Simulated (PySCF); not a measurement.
## Electric field gradients and quadrupole coupling constants

Compound: C10H10O.
Cartesian coordinates in Å at the GFN2-xTB level; atoms count from 1:
```xyz
21
C10H10O angstrom
C      3.086    1.027    0.569
C      2.148    0.128    0.797
C      1.309   -0.507   -0.279
O      1.115   -1.902   -0.046
C     -0.237   -2.181    0.287
C     -0.982   -0.898    0.089
C     -2.326   -0.610    0.207
C     -2.743    0.690   -0.040
C     -1.834    1.674   -0.397
C     -0.482    1.383   -0.512
C     -0.073    0.089   -0.269
H      3.644    1.481    1.369
H      3.333    1.348   -0.430
H      1.908   -0.192    1.802
H      1.801   -0.388   -1.255
H     -0.303   -2.535    1.326
H     -0.601   -2.980   -0.371
H     -3.034   -1.375    0.485
H     -3.790    0.938    0.046
H     -2.181    2.679   -0.585
H      0.231    2.146   -0.783
```

Field gradients from the PBE0/pcSseg-1 density (PySCF, non-relativistic), principal values in atomic units, ordered |Vxx| ≤ |Vyy| ≤ |Vzz|:

```json
{"atom": "O4", "Vxx": "-0.0222", "Vyy": "-2.0837", "Vzz": "2.1059"}
```

Problem. Find the asymmetry η = (Vxx − Vyy)/Vzz and the couplings χ = eQV/h (234.96 MHz × Q in barn × V in au), with Q(17O) = −0.0256 b.

Solution. 
```json
{"atom": "O4", "environment": "cyclic ether oxygen", "nucleus": "17O", "η": "0.98", "χzz (MHz)": "-12.67", "χxx (MHz)": "0.13", "χyy (MHz)": "12.53"}
```

At O4 η is above 0.9: Vyy and Vzz are nearly equal in size and opposite in sign, so a small change could swap them and flip the sign of χzz. 

Problem. What is Vzz at O4 in SI units (1 au = 9.71736 × 10²¹ V/m²)?

Solution. 2.1059 au = 20.464 × 10²¹ V/m².

Problem. And the gradient at the other heavy atoms, for which no coupling is worked out here?

Solution. 
```json
{"atom": "C1", "environment": "terminal =CH2 carbon", "Vzz (au)": "0.294", "η": "0.44"}
{"atom": "C2", "environment": "alkene CH carbon", "Vzz (au)": "0.333", "η": "0.62"}
{"atom": "C3", "environment": "sp3 carbon bound to oxygen", "Vzz (au)": "0.355", "η": "0.15"}
{"atom": "C5", "environment": "sp3 carbon bound to oxygen", "Vzz (au)": "0.369", "η": "0.16"}
{"atom": "C6", "environment": "substituted aromatic carbon", "Vzz (au)": "0.298", "η": "0.39"}
{"atom": "C7", "environment": "aromatic CH carbon", "Vzz (au)": "0.291", "η": "0.16"}
{"atom": "C8", "environment": "aromatic CH carbon", "Vzz (au)": "0.316", "η": "0.15"}
{"atom": "C9", "environment": "aromatic CH carbon", "Vzz (au)": "0.312", "η": "0.14"}
{"atom": "C10", "environment": "aromatic CH carbon", "Vzz (au)": "0.306", "η": "0.12"}
{"atom": "C11", "environment": "substituted aromatic carbon", "Vzz (au)": "0.290", "η": "0.44"}
```

Problem. What couplings would deuterons (Q(2H) = 0.00286 b) have in place of the hydrogens, at this geometry?

Solution. 
```json
{"atom": "H12", "bonded to": "C1", "bond length (Å)": "1.076", "Vzz (au)": "0.3384", "η": "0.05", "χzz (kHz)": "227"}
{"atom": "H13", "bonded to": "C1", "bond length (Å)": "1.078", "Vzz (au)": "0.3356", "η": "0.05", "χzz (kHz)": "225"}
{"atom": "H14", "bonded to": "C2", "bond length (Å)": "1.081", "Vzz (au)": "0.3258", "η": "0.06", "χzz (kHz)": "219"}
{"atom": "H15", "bonded to": "C3", "bond length (Å)": "1.099", "Vzz (au)": "0.2845", "η": "0.05", "χzz (kHz)": "191"}
{"atom": "H16", "bonded to": "C5", "bond length (Å)": "1.100", "Vzz (au)": "0.2836", "η": "0.06", "χzz (kHz)": "191"}
{"atom": "H17", "bonded to": "C5", "bond length (Å)": "1.097", "Vzz (au)": "0.2881", "η": "0.06", "χzz (kHz)": "194"}
{"atom": "H18", "bonded to": "C7", "bond length (Å)": "1.080", "Vzz (au)": "0.3283", "η": "0.06", "χzz (kHz)": "221"}
{"atom": "H19", "bonded to": "C8", "bond length (Å)": "1.080", "Vzz (au)": "0.3280", "η": "0.06", "χzz (kHz)": "220"}
{"atom": "H20", "bonded to": "C9", "bond length (Å)": "1.080", "Vzz (au)": "0.3279", "η": "0.06", "χzz (kHz)": "220"}
{"atom": "H21", "bonded to": "C10", "bond length (Å)": "1.079", "Vzz (au)": "0.3281", "η": "0.06", "χzz (kHz)": "221"}
```

Isolated species at its GFN2-xTB geometry (one conformer only). GFN2-xTB bond lengths can be off by several hundredths of an ångström, more for odd bonds, and the gradients follow them. With a basis this small, the couplings can be 20 % off.
